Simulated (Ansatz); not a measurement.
C2H7OPSi (`C=C(O)[SiH2]P`). The species carries charge 0 and has multiplicity 1.

```xyz
12

C    -0.980   -1.619   -0.154
C     0.055   -0.783   -0.239
O     1.345   -1.135    0.012
Si   -0.145    1.027   -0.700
P     0.529    2.449    0.911
H    -0.860   -2.664    0.126
H    -1.982   -1.275   -0.368
H     1.384   -2.069    0.251
H     0.658    1.325   -1.915
H    -1.585    1.258   -0.981
H    -0.161    1.746    1.936
H     1.743    1.742    1.122
```

Task: List the harmonic frequencies (cm⁻¹, unscaled) at PBE0-D4/def2-TZVP in Ansatz. (An estimate is asked.)

Result: Computed: 57, 110, 140, 247, 367, 404, 432, 462, 481, 628, 652, 689, 740, 799, 841, 855, 919, 988, 1091, 1160, 1355, 1430, 1676, 2223, 2236, 2405, 2416, 3136, 3253, 3800.

Task: Is this a minimum?

Result: Yes, all 30 modes are real.

Task: Give the ideal-gas thermochemistry at 298.15 K and 1 bar (rigid rotor, harmonic oscillator; point group C1, symmetry number 1).

Result: Zero-point energy 215.3 kJ/mol; H(298) − E = 238.2 kJ/mol; entropy 362.2 J/(mol·K), of which translation 167.0, rotation 115.5, vibration 79.6; G(298) − E = 130.2 kJ/mol. Modes under 100 cm⁻¹ are hindered rotations or soft bends, so the harmonic entropy is rough.
